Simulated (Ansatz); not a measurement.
Basis-set series for `O=C1N[Si]1(O)F`. Charge 0, multiplicity 1. Geometry: relaxed with PBE0-D4/def2-TZVP. It is one conformer, not always the lowest.

```tsv
functional	basis	functions	energy (Eh)	HOMO (eV)	LUMO (eV)
PBE0-D4	def2-TZVPP	225	-633.63756	-7.25	-0.36
PBE0-D4	def2-QZVPP	415	-633.66692	-7.29	-0.51
ωB97M-V	def2-TZVPP	225	-634.00950	-9.46	1.46
ωB97M-V	def2-QZVPP	415	-634.03685	-9.51	1.02
```

Problem. Give the rows for def2-SVP. (An estimate is asked.)

Solution. Computed: 
```
functional     basis  functions  energy (Eh)  HOMO (eV)  LUMO (eV)
   PBE0-D4  def2-SVP         98   -633.10275      -7.06       0.00
   ωB97M-V  def2-SVP         98   -633.46629      -9.25       1.99
```

Positive LUMOs are unbound and depend on the basis.
